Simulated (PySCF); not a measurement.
**`O[SiH2][Si@@H]1C[C@@H]1Cl`, C₂H₇ClOSi₂**

Molfile (atoms numbered from 1):
```
C2H7ClOSi2
     RDKit          3D

 13 13  0  0  0  0  0  0  0  0999 V2000
    2.3695   -0.3521   -0.1018 O   0  0  0  0  0  0  0  0  0  0  0  0
    1.2369   -1.3792   -0.6268 Si  0  0  0  0  0  4  0  0  0  0  0  0
   -0.8569   -0.5602   -0.1390 Si  0  0  2  0  0  4  0  0  0  0  0  0
   -1.1417    1.3153   -0.0277 C   0  0  0  0  0  0  0  0  0  0  0  0
   -0.9516    0.6608    1.3307 C   0  0  2  0  0  0  0  0  0  0  0  0
    0.5268    1.1183    2.2019 Cl  0  0  0  0  0  0  0  0  0  0  0  0
    2.2748    0.1341    0.7180 H   0  0  0  0  0  0  0  0  0  0  0  0
    1.4090   -2.6947    0.0012 H   0  0  0  0  0  0  0  0  0  0  0  0
    1.5070   -1.4476   -2.0590 H   0  0  0  0  0  0  0  0  0  0  0  0
   -2.1292   -1.2740   -0.2329 H   0  0  0  0  0  0  0  0  0  0  0  0
   -2.1142    1.7624   -0.1843 H   0  0  0  0  0  0  0  0  0  0  0  0
   -0.3514    1.9845   -0.3398 H   0  0  0  0  0  0  0  0  0  0  0  0
   -1.7832    0.7328    2.0201 H   0  0  0  0  0  0  0  0  0  0  0  0
  1  2  1  0
  2  3  1  0
  3  4  1  0
  4  5  1  0
  5  6  1  0
  5  3  1  0
  1  7  1  0
  2  8  1  0
  2  9  1  0
  3 10  1  1
  4 11  1  0
  4 12  1  0
  5 13  1  1
M  END
```

Method: TDDFT BHandHLYP/def2-SVPD circular dichroism and optical rotation, one conformer, gas phase (PySCF). Geometry: GFN2-xTB.

The molecule is flexible and this is one conformer; a measurement averages over conformers.

Draw the ECD and absorption spectra from the lowest 12 states, each a Gaussian of half-width 0.35 eV at 1/e height.


```tsv
E (eV)	λ (nm)	Δε (L mol⁻¹ cm⁻¹)	ε (L mol⁻¹ cm⁻¹)
5.11	243	-1.48	260
5.21	238	-2.83	585
5.31	234	-4.30	1150
5.41	229	-4.81	2010
5.51	225	-2.88	3110
5.61	221	+2.31	4300
5.71	217	+9.72	5330
5.81	214	+16.35	5930
5.91	210	+18.76	5980
6.01	206	+15.29	5610
6.11	203	+7.04	5090
6.21	200	-2.77	4720
6.31	197	-10.61	4600
6.41	194	-14.18	4740
6.51	191	-13.11	5060
6.61	188	-8.59	5490
6.71	185	-2.40	5860
6.81	182	+4.09	5980
6.91	180	+10.30	5770
7.01	177	+16.00	5310
7.11	174	+20.91	4770
7.21	172	+24.62	4300
7.31	170	+27.02	3890
7.41	167	+28.37	3480
7.51	165	+28.89	3000
```
Δε uses R in velocity form, ε uses f in length form. Only the states computed contribute, so the short-wavelength end is incomplete.
